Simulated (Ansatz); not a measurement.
`C[SiH2]N[SiH](O)O` + `Cl[SiH2][S][GeH3]` → `C[SiH2]S[SiH2]Cl` + `O[SiH](O)[NH][GeH3]`  (redistribution)

Gas-phase electronic energies from Ansatz, PBE0-D4/def2-TZVP geometries. CCSD(T)/CBS is the MP2 limit (def2-TZVPP, def2-QZVPP) plus CCSD(T) − MP2 in def2-TZVPP, frozen cores. DFT in def2-TZVPP. B3LYP here is the variant with VWN-RPA as its local correlation; programs differ in this. For Ge outer-core shells are correlated without core-valence functions, which leaves a few kJ/mol of doubt a bond. Scalar relativity is left out up to krypton. One conformer a species, not always the lowest.

```json
{"level": "r2SCAN-D4", "ΔE (kcal/mol)": "7.4", "difference from CCSD(T)/CBS": "0.1"}
{"level": "B3LYP-D4", "ΔE (kcal/mol)": "7.7", "difference from CCSD(T)/CBS": "0.4"}
{"level": "ωB97X-V", "ΔE (kcal/mol)": "7.1", "difference from CCSD(T)/CBS": "-0.2"}
{"level": "r2SCAN", "ΔE (kcal/mol)": "7.5", "difference from CCSD(T)/CBS": "0.2"}
{"level": "PBE0", "ΔE (kcal/mol)": "7.6", "difference from CCSD(T)/CBS": "0.3"}
{"level": "B3LYP", "ΔE (kcal/mol)": "8.6", "difference from CCSD(T)/CBS": "1.3"}
{"level": "HF/def2-TZVPP", "ΔE (kcal/mol)": "8.8", "difference from CCSD(T)/CBS": "1.5"}
{"level": "MP2/def2-TZVPP", "ΔE (kcal/mol)": "7.0", "difference from CCSD(T)/CBS": "-0.3"}
{"level": "SCS-MP2/def2-TZVPP", "ΔE (kcal/mol)": "7.2", "difference from CCSD(T)/CBS": "-0.1"}
{"level": "CCSD(T)/def2-TZVPP", "ΔE (kcal/mol)": "7.2", "difference from CCSD(T)/CBS": "-0.1"}
{"level": "HF/def2-QZVPP", "ΔE (kcal/mol)": "9.0", "difference from CCSD(T)/CBS": "1.7"}
{"level": "MP2/def2-QZVPP", "ΔE (kcal/mol)": "7.1", "difference from CCSD(T)/CBS": "-0.2"}
{"level": "SCS-MP2/def2-QZVPP", "ΔE (kcal/mol)": "7.3", "difference from CCSD(T)/CBS": "0.0"}
{"level": "HF/CBS(def2)", "ΔE (kcal/mol)": "9.0", "difference from CCSD(T)/CBS": "1.7"}
{"level": "MP2/CBS(def2)", "ΔE (kcal/mol)": "7.1", "difference from CCSD(T)/CBS": "-0.2"}
{"level": "CCSD/CBS(def2)", "ΔE (kcal/mol)": "7.6", "difference from CCSD(T)/CBS": "0.3"}
{"level": "CCSD(T)/CBS", "ΔE (kcal/mol)": "7.3", "difference from CCSD(T)/CBS": "0"}
```

Largest T1 diagnostic among the species: 0.011.

The D4 term adds −0.8 kcal/mol with B3LYP and −0.5 kcal/mol with PBE0; it sums over pairs of atoms, weighted by their polarisabilities, and B3LYP, whose exchange is more repulsive, gets the larger term. In def2-TZVPP, CCSD(T) changes the Hartree–Fock value by −1.6 kcal/mol (the triples alone add −0.3 kcal/mol) and MP2 by −1.9 kcal/mol.
